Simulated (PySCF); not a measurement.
Electric field gradients and quadrupole coupling constants

Compound: ZnF₂ (singlet state).
Structure used (PBE0-D3(BJ)/def2-SVP), in Å, numbered top down from 1:
```xyz
3
ZnF2 angstrom
Zn    -0.0027   -0.0016    0.0000
F     -0.0025   -0.0039    1.7290
F      0.0052    0.0055   -1.7290
```

Field gradients from the PBE0/pcSseg-1 (pcSseg-2 on Zn) density (PySCF, non-relativistic), principal values in atomic units, ordered |Vxx| ≤ |Vyy| ≤ |Vzz|:

```
atom     Vxx     Vyy      Vzz
 Zn1  1.1949  1.1950  -2.3899
```

Problem. Find the asymmetry η = (Vxx − Vyy)/Vzz and the couplings χ = eQV/h (234.96 MHz × Q in barn × V in au), with Q(67Zn) = 0.15 b.

Solution. 
```
atom         environment  nucleus     η  χzz (MHz)  χxx (MHz)  χyy (MHz)
 Zn1  zinc bonded to 2 F     67Zn  0.00     -84.23      42.12      42.12
```

The gradient is axial or nearly so (η below 0.05) at Zn1. The tensor is traceless: Vxx + Vyy + Vzz = 0.

Problem. What is Vzz at Zn1 in SI units (1 au = 9.71736 × 10²¹ V/m²)?

Solution. -2.3899 au = -23.224 × 10²¹ V/m².

Problem. And the gradient at the other heavy atoms, for which no coupling is worked out here?

Solution. 
```json
{"atom": "F2", "environment": "fluorine bonded to Zn", "Vzz (au)": "1.517", "η": "0.00"}
{"atom": "F3", "environment": "fluorine bonded to Zn", "Vzz (au)": "1.517", "η": "0.00"}
```

Isolated species at its PBE0-D3(BJ)/def2-SVP geometry, gas phase. A larger basis could move these couplings by a tenth or more. Field gradients at transition-metal nuclei can change strongly with the functional.
